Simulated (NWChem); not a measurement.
System: MoSiH$_{8}$; SMILES [SiH3][MoH5]

def2 effective core potentials on Mo; no spin-orbit coupling.

Q: Give the equilibrium geometry at PBE0/def2-SVP with def2 effective core potentials on Mo (NWChem) as a Z-matrix, with the point group.

A: point group Cs; any orientation.
```
Si
H 1 1.4993
H 1 1.5069 2 106.08
H 1 1.5071 2 106.09 3 113.83
H 1 2.1150 2 85.66 3 -147.68
Mo 5 1.6429 1 79.96 2 147.15
H 6 1.6430 5 64.50 1 -67.30
H 6 1.6794 5 116.38 7 -34.95
H 6 1.6796 5 61.86 7 -144.56
H 6 1.6832 5 111.50 9 -111.19
```
